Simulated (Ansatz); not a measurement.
A set of 12 reactions (bond dissociation), with CCSD(T)/CBS values in kJ/mol:

```json
{"reaction": "`[CH3][Mg][OH]` → `[CH3][Mg]`• + `[OH]`•", "ΔE": "495.3"}
{"reaction": "`C[N](C)[In]([Cl])[Cl]` → `[CH2][N](C)[In]([Cl])[Cl]`• + H•", "ΔE": "312.6"}
{"reaction": "`C[SiH](O)[SiH](O)O` → `[CH3]`• + `O[SiH][SiH](O)O`•", "ΔE": "387.9"}
{"reaction": "`FC(F)(F)CC(F)(F)F` → `F[C](F)F`• + `[CH2]C(F)(F)F`•", "ΔE": "433.1"}
{"reaction": "`C[NH][AlH][NH2]` → `[NH2][AlH]`• + `C[NH]`•", "ΔE": "439.9"}
{"reaction": "`F[SiH2]C[SiH2]Cl` → Cl• + `F[SiH2]C[SiH2]`•", "ΔE": "482.1"}
{"reaction": "`B[CH2][AlH][CH3]` → `[BH2]`• + `[CH2][AlH][CH3]`•", "ΔE": "475.5"}
{"reaction": "`CC(F)(F)F` → `[CH2]C(F)(F)F`• + H•", "ΔE": "478.5"}
{"reaction": "`O[SiH](O)S[SiH2]Cl` → Cl• + `O[SiH](O)S[SiH2]`•", "ΔE": "469.8"}
{"reaction": "`C[CH2][In]([Cl])[CH](C)C` → `C[CH]C`• + `C[CH2][In][Cl]`•", "ΔE": "245.5"}
{"reaction": "`[F][GaH][SH]` → `[F][GaH]`• + `[SH]`•", "ΔE": "382.6"}
{"reaction": "`CC1CCC1` → `[CH3]`• + `[CH]1CCC1`•", "ΔE": "404.7"}
```

Calculated with Ansatz (gas phase, PBE0-D4/def2-TZVP geometries, no zero-point term in ΔE). CCSD(T)/CBS adds triple-zeta CCSD(T) − MP2 to the extrapolated MP2 energy (def2 sets, frozen cores). This one scheme is used for every species, atoms too. DFT in def2-TZVPP. No spin–orbit coupling; open shells (•) take unrestricted orbitals. Spin–orbit coupling would lower the free atoms: a little for Cl. def2 core potentials past Kr. For Ga, In, Mg outer-core shells are correlated without core-valence functions, so the limit isn't a true one: a few kJ/mol of doubt a bond, and 10 to 20 or more in all where bonds break to atoms. Scalar relativity is left out up to krypton. One conformer a species, not always the lowest.

Give the mean, mean absolute and largest difference (level minus CCSD(T)/CBS, kJ/mol) for: r2SCAN-D4, ωB97X-V, ωB97M-V, PBE, r2SCAN, HF/def2-TZVPP, MP2/def2-TZVPP, SCS-MP2/def2-TZVPP, CCSD(T)/def2-TZVPP, HF/def2-QZVPP, MP2/def2-QZVPP, HF/CBS(def2), MP2/CBS(def2), CCSD/CBS(def2). (Best estimate.)

The calculation gave: 
```
             level    mean  mean absolute  largest
         r2SCAN-D4   -30.5           30.5    -50.8
           ωB97X-V    -4.9            5.9    -24.2
           ωB97M-V    -3.3            7.0    -19.2
               PBE   -26.0           26.1    -48.3
            r2SCAN   -32.2           32.2    -54.5
     HF/def2-TZVPP  -128.6          128.6   -176.6
    MP2/def2-TZVPP     4.3            7.6     18.3
SCS-MP2/def2-TZVPP    -2.2            6.2    -16.3
CCSD(T)/def2-TZVPP   -13.2           13.2    -34.8
     HF/def2-QZVPP  -128.6          128.6   -174.5
    MP2/def2-QZVPP    11.8           13.0     22.6
      HF/CBS(def2)  -128.6          128.6   -174.2
     MP2/CBS(def2)    17.5           17.7     31.1
    CCSD/CBS(def2)    -8.7            8.7    -13.1
```

The largest T1 diagnostic in the set is 0.017, for `[F][GaH]`• (customary mark 0.045).

CCSD(T)/CBS is a level of theory with its own doubt, and the functionals carry their triple-zeta basis error, so these figures describe this set and don't rank the functionals.
